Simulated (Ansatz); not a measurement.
One change: `BCSCF` becomes `BCSBO`.

Ansatz, PBE0-D4/def2-TZVP geometries, multiplicity 1. Each molecule was computed in one conformer, which needn't be the lowest.

```
                               property  `BCSCF`
     LUMO energy (PBE0/def2-TZVPP) / eV    -1.66
    LUMO energy (B3LYP/def2-TZVPP) / eV    -1.91
HOMO–LUMO gap (ωB97M-V/def2-TZVPP) / eV     9.49
   HOMO–LUMO gap (PBE0/def2-TZVPP) / eV     5.32
  HOMO energy (ωB97M-V/def2-TZVPP) / eV    -9.21
  HOMO–LUMO gap (B3LYP/def2-TZVPP) / eV     4.84
```

Problem. Give the same properties after the change, and the shifts. (Estimate.)

Solution. Computed: 
```json
{"property": "LUMO energy (PBE0/def2-TZVPP) / eV", "`BCSBO`": "-0.91", "shift": "0.75"}
{"property": "LUMO energy (B3LYP/def2-TZVPP) / eV", "`BCSBO`": "-1.10", "shift": "0.81"}
{"property": "HOMO–LUMO gap (ωB97M-V/def2-TZVPP) / eV", "`BCSBO`": "11.32", "shift": "1.83"}
{"property": "HOMO–LUMO gap (PBE0/def2-TZVPP) / eV", "`BCSBO`": "7.24", "shift": "1.92"}
{"property": "HOMO energy (ωB97M-V/def2-TZVPP) / eV", "`BCSBO`": "-10.28", "shift": "-1.07"}
{"property": "HOMO–LUMO gap (B3LYP/def2-TZVPP) / eV", "`BCSBO`": "6.80", "shift": "1.96"}
```

With PBE0 the HOMO falls by 1.17 eV and the LUMO rises by 0.75 eV, so the gap widens by about 1.92 eV. PBE moves the HOMO by -1.24 eV and ωB97M-V by -1.07 eV.

B3LYP here is the variant with VWN-RPA as its local correlation; programs differ in this.
